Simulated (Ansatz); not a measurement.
Relaxation of AlFH$_{4}$OSi (8 atoms, charge 0, multiplicity 1), to a largest force component of 0.03 eV/Å in at most 50 steps.

All numbers below come from Ansatz, RKS BLYP/def2-SVP.

```xyz
8
Properties=species:S:1:pos:R:3
Al 0.039 0.048 -1.433
O 0.956 0.268 1.385
Si 0.025 -0.387 2.650
H -1.068 -1.283 2.146
H 0.894 -1.174 3.590
H -0.556 0.791 3.356
H 1.511 -0.372 0.871
F -1.570 0.129 -0.901
```

Task: Where does it end, and by what steps?

Result: It converged. After 10 steps the energy has fallen by 0.347 eV; F8 moved furthest, 1.02 Å. Joined: Al1–O2 (2.97 → 2.13 Å).

```
step  energy less start (eV)  largest force component (eV/Å)  accepted
   0                  0.0000                           0.593       yes
   1                 -0.0360                           0.977       yes
   2                 -0.0934                           0.988       yes
   3                 -0.1739                           0.741       yes
   4                 -0.2414                           0.640       yes
   5                 -0.2852                           0.932       yes
   6                 -0.3225                           0.738       yes
   7                 -0.3408                           0.389       yes
   8                 -0.3457                           0.063       yes
   9                 -0.3459                           0.089       yes
  10                 -0.3466                           0.018       yes
```

```xyz
8
Properties=species:S:1:pos:R:3
Al 0.038 0.309 -0.937
O 0.910 -0.244 0.922
Si -0.146 -0.424 2.316
H -1.111 -1.538 2.121
H 0.833 -0.810 3.390
H -0.779 0.871 2.685
H 1.861 -0.411 1.081
F -1.376 0.267 0.087
```

Whether the end is a true minimum wasn't checked by a vibrational analysis.

Time of the run: 16 s on 2 threads of Arm Neoverse V2, with other jobs on the host, peak memory 0.14 GiB.
